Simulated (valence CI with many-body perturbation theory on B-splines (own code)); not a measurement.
**E1 transitions of Lu³⁹⁺**

Calculated by configuration interaction combined with many-body perturbation theory (CI+MBPT): four valence electrons over a frozen Dirac-Fock core [Ar] 3d10, a basis of 11 s, 11 p, 10 d, 8 f, 5 g, 2 h functions for each j, with the one-electron correlation potential Σ1, the two-electron term Σ2, the three-electron term Σ3, Breit, model QED; selected CI, second order for the rest, scaled by the run's own slope (own B-spline code, finite nucleus).

No measured spectrum was set against this ion. As an estimate, large intervals hold to a few tenths of a per cent, small ones and those within an open d or f shell to about a per cent. Among the levels kept, up to 380 cm⁻¹ of a level comes from second order outside the variational space, and about a tenth of that is noise between levels of different J, which matters for small intervals.

Lines 1 to 50 of 569 in falling wavelength, among levels below 581.43 eV, chosen from the strongest by gf and those to the six lowest levels. Wavelengths and rates use the calculated energies. Electric multipoles are in the length gauge, E1 and E2 with the static RPA response of the core. Weak lines are less certain than strong ones. Lines between different terms over intervals too small for the method are left out, as are lines whose strength nearly cancels. Where a level lies close to another of its J and parity, the split of strength between their lines is uncertain. The highest levels of a list are the least certain.

Levels are named by their leading jj configuration (3d3/2^4 stands for four electrons in 3d with j = 3/2), which in mixed levels can hold well under half, so a name can repeat and another be missing. Letters in brackets count levels of one name in rising energy.

```tsv
λ vac (nm)	Upper	Lower	A (s⁻¹)	S (a.u.)
139.7	(4s 4p1/2^2 4p3/2) J=2	(4s^2 4p3/2^2) J=2	1.38e+05	9.27e-04
89.16	(4s 4p1/2^2 4p3/2) J=1	(4s^2 4p3/2^2) J=0	4.20e+05	4.40e-04
54.69	(4s 4p1/2^2 4p3/2) J=1	(4s^2 4p3/2^2) J=2	7.45e+06	1.81e-03
19.73	(4s^2 4p1/2 4d3/2) J=2	(4s^2 4p3/2^2) J=2	5.79e+07	1.10e-03
17.61	(4s 4p1/2 4d3/2^2) J=3	(4s^2 4d3/2^2) J=2	5.11e+09	9.63e-02
17.51	(4s^2 4p1/2 4d3/2) J=1	(4s^2 4p3/2^2) J=0	4.13e+07	3.29e-04
17.01	(4s 4p1/2 4p3/2 4f7/2) J=5 [b]	(4s^2 4d5/2^2) J=4	3.57e+09	9.52e-02
16.86	(4s 4p1/2 4p3/2 4d3/2) J=4	(4s^2 4p3/2 4d3/2) J=3	5.89e+09	1.25e-01
16.66	(4s 4p1/2 4p3/2^2) J=2 [a]	(4s^2 4p3/2^2) J=2	1.39e+09	1.58e-02
16.43	(4s 4p1/2 4d3/2 4d5/2) J=5	(4s^2 4p3/2 4f5/2) J=4	6.24e+09	1.50e-01
15.80	(4s 4p1/2 4p3/2 4f7/2) J=6	(4s^2 4p3/2 4f7/2) J=5	7.82e+09	1.98e-01
15.58	(4s^2 4p1/2 4d3/2) J=1	(4s^2 4p3/2^2) J=2	6.82e+08	3.82e-03
15.50	(4s 4p1/2 4d5/2^2) J=5	(4s^2 4p3/2 4f7/2) J=4 [a]	3.64e+09	7.36e-02
15.26	(4s 4p1/2 4p3/2^2) J=3	(4s^2 4p3/2^2) J=2	5.08e+09	6.24e-02
15.14	(4s 4p1/2^2 4d5/2) J=3	(4s^2 4p1/2 4d5/2) J=2	6.72e+09	8.06e-02
14.71	(4s 4p1/2 4p3/2 4d5/2) J=5	(4s^2 4p3/2 4d5/2) J=4	1.16e+10	2.00e-01
14.67	(4s 4p1/2^2 4p3/2) J=2	(4s^2 4p1/2 4p3/2) J=2	8.13e+09	6.34e-02
14.51	(4s 4p1/2 4p3/2 4f5/2) J=4 [a]	(4s^2 4p3/2 4f5/2) J=3	5.89e+09	8.00e-02
14.49	(4s 4p1/2 4p3/2 4f7/2) J=5 [c]	(4s 4p3/2^2 4d5/2) J=4 [b]	5.16e+09	8.52e-02
14.48	(4s 4p1/2 4p3/2 4f5/2) J=4 [b]	(4s^2 4p3/2 4f5/2) J=4	5.60e+09	7.56e-02
14.01	(4s 4p1/2^2 4p3/2) J=2	(4s^2 4p1/2 4p3/2) J=1	1.05e+10	7.14e-02
13.80	(4s 4p1/2^2 4d3/2) J=1	(4s^2 4p1/2 4d3/2) J=2	1.84e+10	7.17e-02
13.77	(4p1/2^2 4p3/2 4d5/2) J=3	(4s 4p1/2 4p3/2 4d5/2) J=2 [d]	1.06e+10	9.53e-02
13.72	(4s 4p1/2 4p3/2 4d5/2) J=4 [c]	(4s^2 4p3/2 4d5/2) J=3	7.12e+09	8.16e-02
13.68	(4s 4p1/2 4p3/2^2) J=1 [a]	(4s^2 4p3/2^2) J=0	9.26e+09	3.51e-02
13.64	(4s 4p1/2^2 4f7/2) J=4	(4s^2 4p1/2 4f7/2) J=4	6.26e+09	7.05e-02
13.59	(4p1/2^2 4p3/2 4d5/2) J=3	(4s 4p1/2 4p3/2 4d5/2) J=3 [e]	1.36e+10	1.18e-01
13.55	(4p1/2^2 4p3/2 4d5/2) J=4	(4s 4p1/2 4p3/2 4d5/2) J=4 [b]	7.05e+09	7.78e-02
13.45	(4p1/2^2 4p3/2 4d5/2) J=4	(4s 4p1/2 4p3/2 4d5/2) J=3 [c]	6.86e+09	7.41e-02
13.45	(4s 4p1/2 4d5/2^2) J=3	(4s^2 4d5/2^2) J=2	9.35e+09	7.86e-02
13.43	(4p1/2^2 4p3/2^2) J=2	(4s 4p1/2 4p3/2^2) J=2 [b]	1.20e+10	7.16e-02
13.38	(4s 4p1/2^2 4d3/2) J=2	(4s^2 4p1/2 4d3/2) J=2	1.32e+10	7.79e-02
13.38	(4s^2 4p1/2 4d5/2) J=2	(4s^2 4p3/2^2) J=2	3.47e+07	2.05e-04
13.37	(4s 4p1/2 4p3/2 4f7/2) J=2 [b]	(4s^2 4d5/2^2) J=2	1.09e+10	6.41e-02
13.31	(4p1/2^2 4p3/2 4d3/2) J=3	(4s 4p1/2 4p3/2 4d3/2) J=3 [b]	1.05e+10	8.58e-02
13.30	(4s 4p1/2 4p3/2 4d5/2) J=2 [c]	(4s^2 4p3/2 4d5/2) J=1	1.18e+10	6.87e-02
13.28	(4p1/2^2 4p3/2 4d3/2) J=2	(4s 4p1/2 4p3/2 4d3/2) J=2 [b]	1.33e+10	7.69e-02
13.27	(4p1/2^2 4p3/2 4d5/2) J=1	(4s 4p1/2 4p3/2 4d5/2) J=2 [c]	3.29e+10	1.14e-01
13.23	(4s 4p1/2^2 4f7/2) J=4	(4s 4p1/2 4p3/2 4d5/2) J=3 [a]	8.75e+09	8.99e-02
13.16	(4s^2 4p1/2 4d5/2) J=3	(4s^2 4p3/2^2) J=2	6.71e+09	5.29e-02
13.08	(4s 4p1/2 4p3/2 4d5/2) J=3 [b]	(4s^2 4p3/2 4d5/2) J=2	8.00e+09	6.18e-02
13.05	(4s 4p1/2 4p3/2^2) J=1 [b]	(4s^2 4p3/2^2) J=0	5.09e+09	1.67e-02
13.03	(4s 4p1/2^2 4f7/2) J=3	(4s^2 4p1/2 4f7/2) J=4	2.04e+10	1.56e-01
12.87	(4s 4p1/2 4p3/2 4d5/2) J=2 [b]	(4s^2 4p3/2 4d5/2) J=2	1.64e+10	8.63e-02
12.84	(4s 4p1/2 4p3/2 4d5/2) J=3 [e]	(4s^2 4p3/2 4d5/2) J=3	1.19e+10	8.72e-02
12.77	(4s 4p1/2^2 4d5/2) J=2	(4s 4p1/2 4p3/2^2) J=3	2.84e+10	1.46e-01
12.76	(4s 4p1/2^2 4f7/2) J=4	(4s 4p1/2 4p3/2 4d5/2) J=5	9.36e+09	8.65e-02
12.72	(4p1/2^2 4p3/2 4d5/2) J=3	(4s 4p1/2 4p3/2 4d5/2) J=4 [c]	2.07e+10	1.47e-01
12.71	(4s 4p1/2 4p3/2 4d5/2) J=3 [c]	(4s^2 4p3/2 4d5/2) J=4	1.04e+10	7.37e-02
12.71	(4s 4p1/2 4p3/2 4f7/2) J=4 [a]	(4s 4p3/2^2 4d5/2) J=4 [a]	1.06e+10	9.63e-02
```
